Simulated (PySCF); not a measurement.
# Dipole polarisabilities along group 15, charge +1

Calculated with PySCF 2.14 for the ground configurations, without spin-orbit coupling: coupled response for Hartree-Fock and DFT. Mean α in bohr³, C₆ of like pairs in atomic units.

```json
{"species": "N⁺ [He] 2s2 2p2 (aug-cc-pVQZ with one added diffuse shell each of s, p, d, f, g type, non-relativistic)", "α UHF": "3.930", "α PBE": "3.918", "α PBE0": "3.869", "C₆ UHF": "8.230", "C₆ PBE": "8.489", "C₆ PBE0": "8.308"}
{"species": "P⁺ [Ne] 3s2 3p2 (aug-cc-pV(Q+d)Z with one added diffuse shell each of s, p, d, f, g type, non-relativistic)", "α UHF": "14.47", "α PBE": "14.44", "α PBE0": "14.31", "C₆ UHF": "74.97", "C₆ PBE": "74.43", "C₆ PBE0": "73.70"}
{"species": "As⁺ [Ar] 3d10 4s2 4p2 (aug-cc-pVQZ-PP with one added diffuse shell each of s, p, d, f, g type with ECP10MDF, ECP)", "α UHF": "16.88", "α PBE": "17.00", "α PBE0": "16.78", "C₆ UHF": "102.9", "C₆ PBE": "103.0", "C₆ PBE0": "101.5"}
{"species": "Sb⁺ [Kr] 4d10 5s2 5p2 (aug-cc-pVQZ-PP with one added diffuse shell each of s, p, d, f, g type with ECP28MDF, ECP)", "α UHF": "25.76", "α PBE": "25.41", "α PBE0": "25.15", "C₆ UHF": "211.8", "C₆ PBE": "206.3", "C₆ PBE0": "204.4"}
{"species": "Bi⁺ [Xe] 4f14 5d10 6s2 6p2 (aug-cc-pVQZ-PP with one added diffuse shell each of s, p, d, f, g type with ECP60MDF, ECP)", "α UHF": "27.62", "α PBE": "28.02", "α PBE0": "27.46", "C₆ UHF": "256.8", "C₆ PBE": "257.5", "C₆ PBE0": "252.6"}
```

The values depend on the diffuse functions of the basis.
